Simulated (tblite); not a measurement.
Species: C₄H₁₀Cl₂GeSi.
Bonds: Cl1–Ge2, Ge2–C3, C3–Si4, Si4–C5, C5–Cl6, C5–C7, C7–C8, C5–C8. Hydrogens: H9, H10 on Ge2; H11, H12 on C3; H13, H14 on Si4; H15, H16 on C7; H17, H18 on C8.

Computed with GFN2-xTB (tblite), gas phase: L-BFGS steps from a force-field or distance-geometry start until the largest atomic force falls under 0.01 eV/Å.

Step 8: E = -719.2688 eV
```
atom  x, y, z in Å  |  force x, y, z in eV/Å
Cl1     3.7788    0.9599   -2.0006    0.074   0.018  -0.068
Ge2     2.9519   -0.4003   -0.6342    0.119  -0.042  -0.010
C3      1.5252    0.5278    0.3288   -0.063   0.071  -0.077
Si4     0.0728    0.7344   -0.8797   -0.066  -0.018   0.091
C5     -1.2333   -0.4559   -0.1815    0.008   0.040  -0.027
Cl6    -0.5737   -1.9753    0.4391    0.088  -0.089   0.016
C7     -2.3329    0.1652    0.6261   -0.208  -0.091  -0.103
C8     -2.6422   -0.5390   -0.6689   -0.070   0.283   0.082
H9      2.4030   -1.5555   -1.4236    0.052  -0.106  -0.071
H10     4.0668   -0.9027    0.2503    0.115  -0.031   0.046
H11     1.2467   -0.0817    1.1807   -0.097   0.007   0.098
H12     1.8645    1.4863    0.7087    0.074   0.059  -0.034
H13    -0.4536    2.1031   -0.7673   -0.011  -0.025  -0.081
H14     0.3801    0.4287   -2.2867   -0.075  -0.019   0.113
H15    -2.6362   -0.3019    1.5563    0.017   0.059  -0.175
H16    -2.3595    1.2500    0.6368   -0.100  -0.223   0.073
H17    -2.9037    0.0511   -1.5373   -0.004   0.014   0.087
H18    -3.1636   -1.4878   -0.6234    0.146   0.093   0.039
```

Step 9: E = -719.2799 eV
```
atom  x, y, z in Å  |  force x, y, z in eV/Å
Cl1     3.7851    0.9513   -2.0053    0.050   0.005  -0.022
Ge2     2.9557   -0.4036   -0.6276    0.091  -0.028  -0.038
C3      1.5217    0.5364    0.3336    0.067  -0.002  -0.156
Si4     0.0701    0.7376   -0.8779   -0.081  -0.018   0.076
C5     -1.2391   -0.4527   -0.1775    0.078   0.029  -0.036
Cl6    -0.5757   -1.9812    0.4345    0.043   0.009  -0.013
C7     -2.3417    0.1631    0.6297   -0.180  -0.106  -0.133
C8     -2.6461   -0.5346   -0.6720   -0.007   0.296   0.146
H9      2.4208   -1.5592   -1.4340    0.044  -0.071  -0.015
H10     4.0838   -0.9071    0.2484    0.049  -0.004   0.030
H11     1.2376   -0.0713    1.1839   -0.083   0.001   0.122
H12     1.8831    1.4885    0.7118    0.005   0.049  -0.053
H13    -0.4605    2.1066   -0.7770   -0.001  -0.041  -0.069
H14     0.3707    0.4234   -2.2870   -0.067  -0.012   0.155
H15    -2.6451   -0.3055    1.5592    0.006   0.038  -0.194
H16    -2.3665    1.2475    0.6488   -0.098  -0.207   0.049
H17    -2.9076    0.0553   -1.5419    0.005  -0.007   0.136
H18    -3.1551   -1.4883   -0.6261    0.080   0.069   0.016
```

Step 10: E = -719.2886 eV
```
atom  x, y, z in Å  |  force x, y, z in eV/Å
Cl1     3.7913    0.9445   -2.0097    0.031  -0.008   0.016
Ge2     2.9607   -0.4070   -0.6231    0.053  -0.017  -0.058
C3      1.5198    0.5433    0.3360    0.151  -0.077  -0.145
Si4     0.0665    0.7402   -0.8750   -0.059  -0.011   0.062
C5     -1.2430   -0.4497   -0.1745    0.100   0.014  -0.021
Cl6    -0.5763   -1.9859    0.4304   -0.004   0.093  -0.042
C7     -2.3517    0.1599    0.6304   -0.081  -0.067  -0.069
C8     -2.6501   -0.5271   -0.6722    0.034   0.164   0.092
H9      2.4364   -1.5637   -1.4429    0.042  -0.036   0.035
H10     4.0989   -0.9108    0.2476   -0.006   0.019   0.014
H11     1.2288   -0.0621    1.1880   -0.041   0.033   0.080
H12     1.8984    1.4909    0.7130   -0.056   0.019  -0.079
H13    -0.4662    2.1087   -0.7864   -0.002  -0.035  -0.052
H14     0.3615    0.4189   -2.2841   -0.055  -0.013   0.161
H15    -2.6526   -0.3081    1.5583   -0.030  -0.027  -0.141
H16    -2.3744    1.2416    0.6596   -0.094  -0.109   0.024
H17    -2.9108    0.0593   -1.5436   -0.001   0.016   0.130
H18    -3.1459   -1.4865   -0.6281    0.016   0.043  -0.006
```

Step 11: E = -719.2936 eV
```
atom  x, y, z in Å  |  force x, y, z in eV/Å
Cl1     3.7953    0.9411   -2.0120    0.023  -0.013   0.030
Ge2     2.9648   -0.4093   -0.6223    0.031  -0.015  -0.056
C3      1.5211    0.5454    0.3353    0.146  -0.109  -0.087
Si4     0.0637    0.7413   -0.8721   -0.009   0.002   0.058
C5     -1.2438   -0.4478   -0.1733    0.049   0.012   0.006
Cl6    -0.5762   -1.9870    0.4278   -0.022   0.117  -0.051
C7     -2.3582    0.1574    0.6294    0.023  -0.016   0.005
C8     -2.6522   -0.5210   -0.6709    0.058   0.006   0.007
H9      2.4449   -1.5671   -1.4469    0.042  -0.019   0.056
H10     4.1067   -0.9124    0.2478   -0.031   0.029   0.004
H11     1.2236   -0.0564    1.1910    0.007   0.065   0.017
H12     1.9050    1.4924    0.7116   -0.077  -0.007  -0.097
H13    -0.4692    2.1090   -0.7923   -0.009  -0.016  -0.037
H14     0.3557    0.4163   -2.2791   -0.042  -0.020   0.130
H15    -2.6569   -0.3099    1.5548   -0.065  -0.093  -0.056
H16    -2.3805    1.2361    0.6657   -0.088  -0.002   0.011
H17    -2.9126    0.0621   -1.5420   -0.015   0.061   0.080
H18    -3.1401   -1.4837   -0.6289   -0.021   0.019  -0.020
```

Task: Estimate the geometry and energy of step 12. (The exact step hangs on the optimiser's Hessian estimate; all steps are aligned on step 11, rigid shifts and turns removed.)

Result: E = -719.2974 eV, largest force 0.159 eV/Å
```
atom  x, y, z in Å  |  force x, y, z in eV/Å
Cl1     3.7983    0.9391   -2.0128    0.022  -0.010   0.030
Ge2     2.9684   -0.4112   -0.6231    0.025  -0.019  -0.044
C3      1.5245    0.5444    0.3332    0.093  -0.097  -0.023
Si4     0.0618    0.7419   -0.8688    0.040   0.014   0.056
C5     -1.2434   -0.4463   -0.1724   -0.008   0.023   0.027
Cl6    -0.5762   -1.9854    0.4252   -0.019   0.098  -0.044
C7     -2.3620    0.1554    0.6286    0.082   0.024   0.068
C8     -2.6525   -0.5168   -0.6698    0.056  -0.103  -0.062
H9      2.4509   -1.5699   -1.4482    0.039  -0.017   0.059
H10     4.1109   -0.9128    0.2481   -0.039   0.032   0.000
H11     1.2205   -0.0515    1.1932    0.049   0.077  -0.034
H12     1.9073    1.4932    0.7085   -0.073  -0.027  -0.111
H13    -0.4711    2.1087   -0.7968   -0.015   0.003  -0.022
H14     0.3512    0.4143   -2.2731   -0.028  -0.031   0.083
H15    -2.6607   -0.3128    1.5510   -0.083  -0.135   0.011
H16    -2.3863    1.2320    0.6696   -0.079   0.069   0.006
H17    -2.9139    0.0652   -1.5391   -0.024   0.096   0.029
H18    -3.1366   -1.4812   -0.6298   -0.039   0.001  -0.029
```

The energy changes by -0.0038 eV. The first-order estimate −F·Δx gives -0.0050 eV and the mean of the old and new forces, exact on a quadratic surface, -0.0038 eV. The step makes an angle of 53° with the force vector and moves no atom by more than 0.008 Å.

What follows is the cost of the whole relaxation. Time: 2.9 s wall. Hardware: one thread of an Arm Neoverse N1, shared host with 64 logical CPUs at a one-minute load of 60.
